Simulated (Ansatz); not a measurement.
Species: C₅H₉B, SMILES `B/C(C=C)=C/C` (charge 0, multiplicity 1).

Task: Give a relaxed geometry from CAM-B3LYP-D3(BJ)/def2-TZVP in Ansatz (an electronic-structure program).

Result: One answer among several that fit: the end point of this relaxation, one of several conformers (outside a Z-matrix the atoms follow the SMILES, hydrogens last).
Z-matrix (Å, degrees):
```
C
C 1 1.3512
H 2 1.0850 1 116.57
C 1 1.4722 2 121.44 3 179.97
C 4 1.3267 1 125.84 2 179.79
H 5 1.0810 4 122.21 1 -0.03
H 5 1.0815 6 117.03 4 179.95
H 4 1.0840 5 117.16 6 180.00
C 2 1.4878 3 114.21 1 -179.96
H 9 1.0859 2 114.08 3 179.31
H 9 1.0930 10 108.35 8 123.77
H 9 1.0931 10 108.35 11 114.82
B 1 1.5339 2 115.57 3 -0.06
H 13 1.1908 1 123.17 2 -179.73
H 13 1.1923 14 118.31 6 179.95
```
